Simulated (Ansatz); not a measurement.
A made-up structure of H₂SeO, closed shell:

```csv
atom,x (Å),y (Å),z (Å)
O1,-0.2850,-0.5375,0.7633
Se2,0.4532,0.9154,-0.0004
H3,0.2187,-1.2965,0.4534
H4,-0.8343,-0.1786,1.4777
```

It is relaxed with PBE-D4/def2-SVP and then PBE0-D4/def2-TZVP (Ansatz 0.2.0). Atoms count as bonded within 1.22 times the sum of their covalent radii (H–H: 0.88 Å). The end point is not checked to be a true minimum.

**Question.** Does its bonding change? (A judgement: the text doesn't fix the answer.)

**Answer.** By the calculation: No: no bond forms or breaks.

Where it ends: The first stage lowers the energy by 1.14 eV in 7 steps. It ends as H₂SeO ([OH2][Se]):
O1  (-0.476, -0.563, 0.606)
Se2  (0.551, 1.067, -0.073)
H3  (0.187, -1.264, 0.646)
H4  (-0.709, -0.336, 1.515)
(Å)

Labels in which every atom is bracketed show which atoms are joined, not bond orders.

For scale, one of the runs: PBE0-D4/def2-TZVP relaxation, 91 basis functions, launched by `ansatz run in.yaml --threads 2 --pin off --events-out ev --progress --plain --max-ram 4352MiB`. The run took about 6.5 s on 2 CPU threads of an Arm Neoverse V1 (shared host).
